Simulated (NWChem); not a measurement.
The numbers come from NWChem runs, not from measurements. System: C4H7Cl, charge 0, spin multiplicity 1, at a geometry optimised with PBE0/def2-SVP. The structure started from a generated list of species. Level: LDA (SVWN5)/def2-SVP.

Job file:

```
start mol
memory heap 200 mb stack 800 mb global 1000 mb
geometry units angstroms nocenter noautoz
  Cl    -0.448498    -1.715285     0.000000
  C     -0.464348     0.068172     0.000000
  C      0.339370     0.803456     1.076431
  C      0.685841     1.853155     0.000000
  C      0.339370     0.803456    -1.076431
  H     -1.521634     0.368994     0.000000
  H     -0.191061     1.119910     1.986361
  H      1.222946     0.213395     1.361892
  H     -0.025527     2.692878     0.000000
  H      1.706454     2.261930     0.000000
  H     -0.191061     1.119910    -1.986361
  H      1.222946     0.213395    -1.361892
  symmetry group Cs
end
basis spherical
  * library def2-svp
end
dft
  xc slater vwn_5
  semidirect memsize 60000000 filesize 0
  iterations 100
end
task dft energy
```

NWChem printed:

```
             Northwest Computational Chemistry Package (NWChem) 7.3.0
             --------------------------------------------------------

                                NWChem Input Module
                                -------------------

 Scaling coordinates for geometry "geometry" by  1.889725989
 (inverse scale =  0.529177249)

 Turning off AUTOSYM since
 SYMMETRY directive was detected!

                             Geometry "geometry" -> ""
                             -------------------------

 Output coordinates in angstroms (scale by  1.889725989 to convert to a.u.)

  No.       Tag          Charge          X              Y              Z
 ---- ---------------- ---------- -------------- -------------- --------------
    1 Cl                  17.0000    -0.44849800    -1.71528500     0.00000000
    2 C                    6.0000    -0.46434800     0.06817200     0.00000000
    3 C                    6.0000     0.33937000     0.80345600     1.07643100
    4 C                    6.0000     0.68584100     1.85315500     0.00000000
    5 C                    6.0000     0.33937000     0.80345600    -1.07643100
    6 H                    1.0000    -1.52163400     0.36899400     0.00000000
    7 H                    1.0000    -0.19106100     1.11991000     1.98636100
    8 H                    1.0000     1.22294600     0.21339500     1.36189200
    9 H                    1.0000    -0.02552700     2.69287800     0.00000000
   10 H                    1.0000     1.70645400     2.26193000     0.00000000
   11 H                    1.0000    -0.19106100     1.11991000    -1.98636100
   12 H                    1.0000     1.22294600     0.21339500    -1.36189200

 Effective nuclear repulsion energy (a.u.)     221.3431460869

            Nuclear Dipole moment (a.u.)
            ----------------------------
        X                 Y               Z
 ---------------- ---------------- ----------------
    -0.0000094486     0.0000018897    -0.0000000000

      Symmetry information
      --------------------

 Group name             Cs
 Group number              2
 Group order               2
[...]
              MO Center= -3.7D-01, -1.1D+00,  1.5D-14, r^2= 2.6D+00
   Bfn.  Coefficient  Atom+Function         Bfn.  Coefficient  Atom+Function
  ----- ------------  ---------------      ----- ------------  ---------------
    11      0.588482   1 Cl px                8      0.428417   1 Cl px
     5      0.250374   1 Cl px               22     -0.195832   2 C  px
    75      0.176406   6 H  s                35     -0.119997   3 C  s
    63     -0.119997   5 C  s                37      0.113572   3 C  py
    65      0.113572   5 C  py               51     -0.110770   4 C  py

 Vector   25  Occ=0.000000D+00  E= 2.641816D-03  Symmetry=a'
              MO Center=  2.9D-01, -2.1D-01,  8.5D-17, r^2= 4.6D+00
   Bfn.  Coefficient  Atom+Function         Bfn.  Coefficient  Atom+Function
  ----- ------------  ---------------      ----- ------------  ---------------
    12      0.684352   1 Cl py               86      0.621696   8 H  s
   106      0.621696  12 H  s                26      0.571898   2 C  py
    96      0.572315  10 H  s                35     -0.530995   3 C  s
    63     -0.530995   5 C  s                21     -0.506990   2 C  s
     4      0.481226   1 Cl s                23      0.398190   2 C  py

 Vector   26  Occ=0.000000D+00  E= 2.550873D-02  Symmetry=a'
              MO Center= -7.7D-01,  1.4D+00, -6.1D-14, r^2= 5.3D+00
   Bfn.  Coefficient  Atom+Function         Bfn.  Coefficient  Atom+Function
  ----- ------------  ---------------      ----- ------------  ---------------
    49      1.064829   4 C  s                76     -1.067306   6 H  s
    21      0.979871   2 C  s                91     -0.956568   9 H  s
    81     -0.773649   7 H  s               101     -0.773649  11 H  s
    41      0.429672   3 C  pz               69     -0.429672   5 C  pz
    25     -0.373435   2 C  px               53     -0.299718   4 C  px

 Vector   27  Occ=0.000000D+00  E= 6.318257D-02  Symmetry=a'
              MO Center=  5.4D-01,  1.0D+00,  3.6D-13, r^2= 6.4D+00
   Bfn.  Coefficient  Atom+Function         Bfn.  Coefficient  Atom+Function
  ----- ------------  ---------------      ----- ------------  ---------------
    21      2.043280   2 C  s                49     -1.928940   4 C  s
    96      1.145258  10 H  s                76     -0.894660   6 H  s
    40      0.654435   3 C  py               68      0.654435   5 C  py
    91      0.573545   9 H  s                35     -0.550703   3 C  s
    63     -0.550703   5 C  s                86      0.436887   8 H  s

 center of mass
 --------------
 x =  -0.05542171 y =  -0.20130248 z =   0.00000000

 moments of inertia (a.u.)
 ------------------
         761.868798420673        -183.502171668066           0.000000000000
        -183.502171668066         235.012384948086           0.000000000000
           0.000000000000           0.000000000000         714.764071788372

     Multipole analysis of the density
     ---------------------------------

     L   x y z        total         alpha         beta         nuclear
     -   - - -        -----         -----         ----         -------
     0   0 0 0     -0.000000    -24.000000    -24.000000     48.000000

     1   1 0 0      0.066975      0.033492      0.033492     -0.000009
     1   0 1 0      0.733103      0.366551      0.366551      0.000002
     1   0 0 1      0.000000      0.000000      0.000000     -0.000000

     2   2 0 0    -27.551874    -44.504611    -44.504611     61.457348
     2   1 1 0     -0.792462    -48.801484    -48.801484     96.810507
     2   1 0 1     -0.000000     -0.000000     -0.000000      0.000000
     2   0 2 0    -29.482310   -181.689261   -181.689261    333.896213
     2   0 1 1      0.000000      0.000000      0.000000     -0.000000
     2   0 0 2    -28.230957    -59.655840    -59.655840     91.080724

 Task  times  cpu:        4.6s     wall:        4.6s

 Total times  cpu:        4.6s     wall:        4.6s
```
